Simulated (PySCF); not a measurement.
A small calculation by hand: chemical shift, span and skew from a shielding tensor

Li(OtBu) (C₄H₉LiO), SMILES [Li][O]C(C)(C)C. Atoms are numbered in the order given.

```xyz
15

Li     0.0000     0.0000     2.8482
O      0.0000     0.0000     1.2680
C      0.0000     0.0000    -0.1107
C      1.2562    -0.7253    -0.6288
C     -1.2562    -0.7253    -0.6288
C      0.0000     1.4506    -0.6288
H      1.3030    -0.7523    -1.7307
H      1.2670    -1.7612    -0.2523
H      2.1588    -0.2166    -0.2523
H     -1.2670    -1.7612    -0.2523
H     -1.3030    -0.7523    -1.7307
H     -2.1588    -0.2166    -0.2523
H      0.8918     1.9779    -0.2523
H     -0.8918     1.9779    -0.2523
H      0.0000     1.5046    -1.7307
```

The structure is a stationary point at ωB97X-D3(BJ)/def2-SVP. The isomer is the one that the SMILES or the coordinates give; other isomers of the formula were not compared.

GIAO shieldings from PySCF with HF/pcSseg-1, non-relativistic, no solvent. The symmetric part of the tensor of C3 has the principal values 118.4, 118.4, 163.7 ppm. The same nucleus in TMS has σ = 192.6 ppm at this level (PySCF, at its B3LYP-D3(BJ)/def2-TZVP geometry).

Task: Work out the isotropic shielding, the ¹³C shift against TMS, the span and the skew.

Result: 
σ(iso) = (σ11 + σ22 + σ33)/3 = 133.5 ppm. δ = σ(ref) − σ(iso) = 192.6 − (133.5) = 59.1 ppm.
Span Ω = σ33 − σ11 = 45.3 ppm. Skew κ = 3(σ(iso) − σ22)/Ω = 1.00, an axial tensor. Tumbling in solution averages the tensor to δ; in a static solid the shielding alone would spread this spin-1/2 line over Ω.
